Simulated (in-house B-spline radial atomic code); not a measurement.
# Ionising Tc3+ with different functionals

Computed with an all-electron radial atomic-structure program (B-spline basis): scalar-relativistic (spin-free X2C) Hamiltonian, Fermi nucleus of rms radius 4.41117 fm, spin-polarised at highest spin, spherical fractional occupations for the functionals, and exact exchange of hybrids averaged over the configuration. The ionisation energy is the difference of two self-consistent energies, [Kr] 4d4 → [Kr] 4d3, without Breit or QED terms; ε is the level of the shell that loses the electron (its least bound occupied spin orbital). There is no spin-orbit coupling in this Hamiltonian.

| method | rung | ΔSCF (eV) | -ε(4d) (eV) |
| --- | --- | --- | --- |
| PBE0 | global hybrid | 43.25 | 38.34 |
| B3LYP | global hybrid | 43.15 | 37.83 |
| TPSSh | global hybrid | 43.19 | 37.14 |
| BHandHLYP | global hybrid | ? | ? |
| r2SCAN0 | global hybrid | 43.41 | 38.55 |
| B97-1 | global hybrid | 42.98 | 37.75 |
| HSE06 | range-separated hybrid | 43.23 | 37.91 |
| CAM-B3LYP | range-separated hybrid | ? | ? |
| LC-wPBE | range-separated hybrid | 43.18 | 41.22 |

(1) What does CAM-B3LYP give?

(2) What does BHandHLYP give?

(3) Among the functionals, which spreads more, the ΔSCF values or the orbital energies?

(4) How do they compare with the NIST value?

Results:

(1) ΔSCF 43.09 eV, and -ε(4d) = 39.66 eV.

(2) ΔSCF 42.94 eV, and -ε(4d) = 39.92 eV.

(3) The orbital energies: ΔSCF values span about 0.47 eV and the orbital energies 4.08 eV; here energy differences depend much less on the functional than eigenvalues do.

(4) NIST lists 41 eV ± 1.7 (tabulated theory, ground level to ground level). Errors run from +1.94 to +2.41 eV; all lie within about twice that uncertainty, so the table can't rank the methods.
